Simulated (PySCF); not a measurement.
Level of theory: PBE-D3(BJ)/def2-TZVP // PBE0-D4/def2-SVP run with PySCF. Isolated molecules, 0 K electronic values unless said otherwise. One relaxed conformer stands for a flexible species; it need not be the lowest. Excitations are Tamm–Dancoff values on a coarser integration grid. The basis has no diffuse functions, so Rydberg states are missing or too high.

Reference species (SMILES): `s1c(B)cc(S)c1` (neutral, multiplicity 1).

- T1 excitation (TDA): 2.61 eV
- brightest of the four lowest singlets (TDA): 4.83 eV
- HOMO–LUMO gap: 2.77 eV
- LUMO: -3.07 eV

After one change: the T1 excitation (TDA) falls by 0.08 eV; the brightest of the four lowest singlets (TDA) falls by 0.90 eV; the HOMO–LUMO gap increases by 0.10 eV; the LUMO rises by 0.23 eV.

Problem. Name the change that produced these shifts. The new species is one of these.
A. `Bc1sccc1S`
B. `Bc1csc(S)c1`
C. `Bc1ccsc1S`
D. `Bc1ccc(S)s1`

Solution. D, `Bc1ccc(S)s1`
